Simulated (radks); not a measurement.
Spin polarisation of the 3d5 shell in the chromium ion Cr+. Start: [Ar] 3d(up 2.5, down 2.5); electrons of 3d are moved from spin down to spin up, other shells keep equal spins. All-electron calculation, scalar-relativistic Kohn-Sham, r2SCAN, spin-polarised, spherical densities, finite nucleus; meta-GGA in the generalised Kohn-Sham scheme; Fermi nuclear charge, rms radius of each element as measured or else 0.836 A^(1/3) + 0.57 fm. Program: a radial shooting solver on a logarithmic mesh with Libxc functionals.

\begin{tabular}{lrrrr}
moment (Bohr magnetons) & E - E(0) (eV) & e(3d up) (eV) & e(3d down) (eV) & 3p down minus up (eV) \\ \hline
0 & 0.000 & -9.642 & -9.642 & 0.000 \\
1 & -0.264 & -10.125 & -9.070 & 1.183 \\
2 & -1.055 & -10.517 & -8.407 & 2.361 \\
3 & -2.375 & -10.806 & -7.637 & 3.528 \\
4 & -4.229 & -10.972 & -6.718 & 4.674 \\
\end{tabular}

At moment 4 the spin-polarisation energy is -4.229 eV and the 3d exchange splitting 4.254 eV, that is 1.063 eV per Bohr magneton; E = -I m^2/4 would give I = 1.057 eV.
